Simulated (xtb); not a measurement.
xtb input (GFN2-xTB):

```bash
xtb mol.xyz --gfn 2 --ohess tight --chrg 1 --uhf 0
```
mol.xyz:
```
5

Ge     0.28857701     0.08962876     0.05999358
O     -0.86399932    -0.99235816    -0.10062298
Cl     0.19069480     2.03935254    -0.62660961
Cl     2.16028311    -0.36806854     1.01997346
H     -1.81358432    -0.73232235    -0.33537771
```

End of the output:

```
       2    135.74    -0.85362 ( 98.19%)    -0.76053 (  1.81%)    -0.85194
       3    182.38    -0.68692 ( 99.44%)    -0.67308 (  0.56%)    -0.68684
   ------------------------------------------------------------------------

   temp. (K)  partition function   enthalpy   heat capacity  entropy
                                   cal/mol     cal/K/mol   cal/K/mol   J/K/mol
 298.15  VIB   13.9                 1955.911     11.794     11.774
         ROT  0.216E+06              888.752      2.981     27.394
         INT  0.301E+07             2844.663     14.775     39.168
         TR   0.197E+28             1481.254      4.968     41.110
         TOT                        4325.9173    19.7428    80.2786   335.8857

       T/K    H(0)-H(T)+PV         H(T)/Eh          T*S/Eh         G(T)/Eh
   ------------------------------------------------------------------------
    298.15    0.689379E-02    0.215820E-01    0.381430E-01   -0.165609E-01
   ------------------------------------------------------------------------

         :::::::::::::::::::::::::::::::::::::::::::::::::::::
         ::                  THERMODYNAMIC                  ::
         :::::::::::::::::::::::::::::::::::::::::::::::::::::
         :: total free energy         -15.268504791194 Eh   ::
         ::.................................................::
         :: total energy              -15.251943881349 Eh   ::
         :: zero point energy           0.014688261643 Eh   ::
         :: G(RRHO) w/o ZPVE           -0.031249171487 Eh   ::
         :: G(RRHO) contrib.           -0.016560909844 Eh   ::
         :::::::::::::::::::::::::::::::::::::::::::::::::::::

optimized geometry written to: xtbopt.xyz

           -------------------------------------------------
          | TOTAL ENERGY              -15.251943881349 Eh   |
          | TOTAL ENTHALPY            -15.230361831713 Eh   |
          | TOTAL FREE ENERGY         -15.268504791194 Eh   |
          | GRADIENT NORM               0.000047276890 Eh/α |
          | HOMO-LUMO GAP               4.253151543234 eV   |
           -------------------------------------------------

------------------------------------------------------------------------
------------------------------------------------------------------------
 total:
Note: The following floating-point exceptions are signalling: IEEE_UNDERFLOW_FLAG IEEE_DENORMAL
normal termination of xtb
 SCF:
 ANC optimizer:
 analytical hessian:
```

It need not be the lowest isomer of its formula.
